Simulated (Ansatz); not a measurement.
C2H7AlO2 at its PBE0-D4/def2-TZVP geometry, where that method's forces vanish. Total charge 0; spin multiplicity 1. The bonds changed during the relaxation, so this is another structure than the one it started from.

```xyz
12

O     1.5073    0.8017    1.0853
C     0.1288    0.4244    1.0769
C    -0.3886    0.5873   -0.3134
O     0.5548   -0.1149   -1.2530
Al   -1.1826   -0.9527   -1.2249
H     1.9026    0.5241    1.9153
H    -0.4652    1.0593    1.7455
H     0.0323   -0.6155    1.4157
H    -0.4314    1.6295   -0.6255
H     1.4040   -0.2296   -0.8039
H    -1.1743   -2.3002   -0.3829
H    -1.8877   -0.8136   -2.6350
```

(1) What forces (eV/Å) does ωB97M-V/def2-TZVPP give on these atoms in the Gaussian-basis code of Ansatz? (Estimate.)

Answers

(1) Computed: 
```
O1   0.215  0.022  0.065
C2  -0.231 -0.096  0.199
C3  -0.245  0.211 -0.041
O4   0.241 -0.098 -0.028
Al5 -0.086 -0.134 -0.095
H6  -0.010  0.029 -0.061
H7   0.060 -0.059 -0.059
H8   0.018  0.089 -0.027
H9   0.022 -0.090  0.040
H10 -0.047  0.003 -0.073
H11 -0.005  0.134 -0.072
H12  0.068 -0.011  0.153
```
